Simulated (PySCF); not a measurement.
# KHg⁺ at HSE06

Level: HSE06. basis K def2-SVP, Hg def2-SVP with ECP60; scalar-relativistic core potentials; PySCF 2.14.

For KHg⁺, the state is ¹Σ⁺ (singlet), closed shell and the bond length is 3.589 Å. The harmonic wavenumber is 62.3 cm⁻¹ and the force constant is 0.0746 mdyn/Å. The rotational constant Be is 0.04007 cm⁻¹, the anharmonicity ωexe is 0.632 cm⁻¹ and the vibration–rotation constant αe is 0.000481 cm⁻¹. The well depth De to K⁺ + Hg is 18 kJ/mol, the dissociation energy D0 is 18 kJ/mol and the HOMO–LUMO gap is 5.60 eV. The bond order (Mayer) is 0.14. The dipole moment (positive dipole points towards Hg; it is taken about the centre of mass and depends on that origin) is -12.49 D.

Closed-shell solutions of metal pairs were not tested for spin polarisation, which can lower them a little. The bond is weak. Basis-set superposition, not corrected here, can be much of De in a small basis, most of all at correlated wavefunction levels. Spin–orbit coupling is left out. For an ion De counts to the pair picked by the measured ionisation energies or electron affinities, which need not be the lowest pair at this level.
